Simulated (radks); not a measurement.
Values are calculated unless marked as measured or tabulated.
A nucleus of charge 79.6 with 79 electrons, 79 electrons, occupied as [Xe] 4f14 5d10 6s1. Code: a radial shooting solver on a logarithmic mesh with Libxc functionals. Model: scalar-relativistic Kohn-Sham, r2SCAN, spin-polarised, spherical densities, finite nucleus; open shells are filled with parallel spins first (spin-orbit coupling, left out, can overturn this in heavy ions); meta-GGA in the generalised Kohn-Sham scheme; Fermi nuclear charge, rms radius 5.4371 fm.

Radial electron density D(r) = 4 pi r^2 rho(r):

r (bohr),D(r) (e/bohr),spin D(r)
0.000858,8.569,0.000595
0.001163,13.40,0.000922
0.001563,20.35,0.00138
0.002119,30.54,0.00204
0.002872,44.38,0.00288
0.003892,61.77,0.00383
0.005232,80.66,0.00464
0.007091,98.49,0.00493
0.009611,109.3,0.00415
0.01302,109.1,0.00212
0.01765,101.0,-0.00000495
0.02373,98.96,0.000473
0.03216,116.6,0.00532
0.04359,143.9,0.00914
0.05908,145.7,0.000938
0.07943,121.7,-0.0117
0.1076,122.2,-0.00125
0.1459,139.4,0.0138
0.1977,104.7,-0.000927
0.268,76.26,0.0123
0.3603,91.16,0.00181
0.4883,68.76,-0.00243
0.6617,32.90,0.0889
0.8968,22.48,-0.0429
1.206,15.78,-0.0940
1.634,7.718,0.303
2.215,2.999,0.563
3.001,0.9239,0.370
4.068,0.1826,0.109
5.469,0.01914,0.0142
7.412,0.0007265,0.000615

D(r) has 4 maxima, at r = 0.0111, 0.0516, 0.144, 0.372 bohr, and minima at 0.0216, 0.0925, 0.262 bohr, inside which lie 1.89, 11.05, 29.92 electrons.
